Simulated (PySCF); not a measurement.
Level of theory: PBE-D3(BJ)/def2-TZVP // PBE0-D3(BJ)/def2-TZVP run with PySCF. Gas-phase values, no solvent. One relaxed conformer stands for a flexible species; it need not be the lowest. Excitations are Tamm–Dancoff values on a coarser integration grid. The basis has no diffuse functions, so Rydberg states are missing or too high.

Reference species (SMILES): `C=C(S)SS` (neutral, multiplicity 1).

The LUMO is -1.84 eV and the T1 excitation (TDA) is 3.59 eV.

Changed species: `S(S)/C=C\S`.

Predict the effect on the LUMO and T1 excitation (TDA).

the LUMO falls by 0.37 eV, to -2.21 eV; the T1 excitation (TDA) falls by 0.65 eV, to 2.94 eV.
